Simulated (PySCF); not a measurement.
**TDDFT excited states: F3H4NSi2**

(F)3Si-NH-SiH3.
Cartesian coordinates in Å at the PBE0-D3(BJ)/def2-SVP level; atoms count from 1:
```xyz
10
F3H4NSi2 angstrom
Si    -0.392   -1.062   -1.006
F     -1.205   -0.209   -2.091
F     -1.511   -1.807   -0.137
F      0.467   -2.162   -1.789
N      0.646   -0.128   -0.056
Si     0.224    1.143    1.077
H      1.633   -0.347   -0.170
H      0.668    0.796    2.459
H      0.856    2.437    0.686
H     -1.260    1.263    1.032
```

Computed with PySCF 2.14.0, density-fitted response routines, TDDFT CAM-B3LYP/def2-SVPD, vertical, gas phase, core orbitals frozen in the response.

Q: List the vertical singlet excitations with oscillator strengths and describe the spectrum.

A: 

| state | E (eV) | E (hartree) | f | main configurations (H = HOMO, L = LUMO) |
| --- | --- | --- | --- | --- |
| S1 | 6.92 | 0.2542 | 0.0072 | H→L (93%) |
| S2 | 8.15 | 0.2996 | 0.023 | H→L+1 (80%), H→L+6 (8%) |
| S3 | 8.30 | 0.3051 | 0.0004 | H→L+2 (51%), H→L+3 (38%) |
| S4 | 8.62 | 0.3169 | 0.015 | H-1→L (81%) |
| S5 | 8.71 | 0.3202 | 0.079 | H→L+3 (46%), H-2→L (17%), H→L+2 (14%) |
| S6 | 8.85 | 0.3253 | 0.071 | H→L+4 (94%) |
| S7 | 8.88 | 0.3263 | 0.0060 | H→L+5 (34%), H→L+6 (27%), H→L+2 (17%) |
| S8 | 9.28 | 0.3410 | 0.0092 | H→L+5 (40%), H-2→L (26%), H→L+6 (19%) |
| S9 | 9.42 | 0.3463 | 0.0008 | H→L+6 (34%), H-2→L (32%), H-2→L+2 (9%) |
| S10 | 9.59 | 0.3523 | 0.127 | H-1→L+1 (91%) |

Triplets, Tamm–Dancoff:

| state | E (eV) | λ (nm) | main configurations (H = HOMO, L = LUMO) |
| --- | --- | --- | --- |
| T1 | 6.53 | 189.8 | H→L (88%) |
| T2 | 7.82 | 158.6 | H→L+1 (51%), H→L+3 (14%), H→L+2 (10%) |
| T3 | 8.01 | 154.9 | H→L+3 (45%), H→L+1 (24%), H→L+2 (20%) |
| T4 | 8.05 | 154.0 | H-1→L (67%), H-1→L+2 (16%) |

The lowest singlet comes at 179 nm (667 kJ/mol) in the vacuum ultraviolet; it is weak; its leading configuration is HOMO→LUMO (93%). The most intense listed level is S10 at 9.59 eV (129 nm, f = 0.127), 2.67 eV above S1. It is the last of those listed, so stronger ones may follow. Löwdin shares by element: HOMO nitrogen 52%, hydrogen 18% or more, silicon 16% or more; LUMO silicon 50%, hydrogen 11% or more, nitrogen 10% (atoms not listed hold the other 29%). The oscillator strengths of these states sum to 0.339; summed over the whole spectrum of an exact calculation they would give the number of electrons, 66 (Thomas–Reiche–Kuhn). Of the 10 states listed, 5 reach f = 0.01 and 1 stays under 0.0005. The listed states span 2.67 eV, and the widest gap between neighbours is 1.23 eV (S1 to S2). The window holds the lowest 10 singlets.
